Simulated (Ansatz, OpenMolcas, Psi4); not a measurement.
## A ladder of methods for GaBH3ClO (SMILES O[B](Cl)[GaH2])

The species is GaBH3ClO (7 atoms), meant as a singlet with charge 0. As SMILES, `O[B](Cl)[GaH2]`. The shape is that of a PBE0-D4/def2-TZVP optimisation. This is one conformer, not always the lowest.

Quantity: the electronic atomisation energy, in eV. The values are calculated. Electronic energies at fixed atoms, without zero-point motion or spin-orbit coupling.

```
                               level                    kind     program  value (eV)
  SVWN5/6-31G* (spherical functions)                     LDA      Ansatz       26.57
  M06-L/6-31G* (spherical functions)                meta-GGA  OpenMolcas       22.77
r2SCAN0/6-31G* (spherical functions)         hybrid meta-GGA      Ansatz       22.64
  HSE06/6-31G* (spherical functions)  range-separated hybrid      Ansatz       22.76
 B2PLYP/6-31G* (spherical functions)           double hybrid      Ansatz       22.06
RPA@PBE/6-31G* (spherical functions)                     RPA      Ansatz       19.73
    MP2/6-31G* (spherical functions)     perturbation theory      Ansatz       21.36
BCCD(T)/6-31G* (spherical functions)   coupled cluster or CI      Ansatz       20.76
   CCSD/6-31G* (spherical functions)   coupled cluster or CI        Psi4       20.51
```

All-electron rows without a relativistic Hamiltonian named are non-relativistic. Correlated wave functions underbind in double-zeta sets. The values span 19.73 to 26.57 eV. In the correlated wave-function rows the outer d shell of Ga is correlated, in sets not made for it.
